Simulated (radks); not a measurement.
Q: The tellurium ion Te4+, [Kr] 4d10 5s2. Method: non-relativistic Kohn-Sham, exchange-only LDA, spin-polarised, spherical densities, point nucleus; computed with a radial shooting solver on a logarithmic mesh with Libxc functionals. Every spin shell is full or empty, so the densities are truly spherical. Functionals are evaluated on that one density, not self-consistently. Rank these orbital-free kinetic functionals by their error against the exact value of the orbitals, and give that value: Thomas-Fermi, TF + vW, TF + vW/9, TF + vW/5, LC94, APBEK, revAPBEK, Perdew 92, Thakkar, Pearson, LKT, PG1, DePristo-Kress, Ernzerhof.

A: Exact: 6600.46 hartree. From best to worst, with 100 (|E| - |E exact|)/|E exact| (equal figures are ties): LC94 +0.06, DePristo-Kress -0.11, APBEK +0.11, revAPBEK +0.29, Ernzerhof -0.41, Thakkar -0.59, Perdew 92 -0.67, TF + vW/9 -0.68, Pearson -0.91, TF + vW/5 +2.97, Thomas-Fermi -5.24, PG1 +14.83, LKT +18.90, TF + vW +35.79.
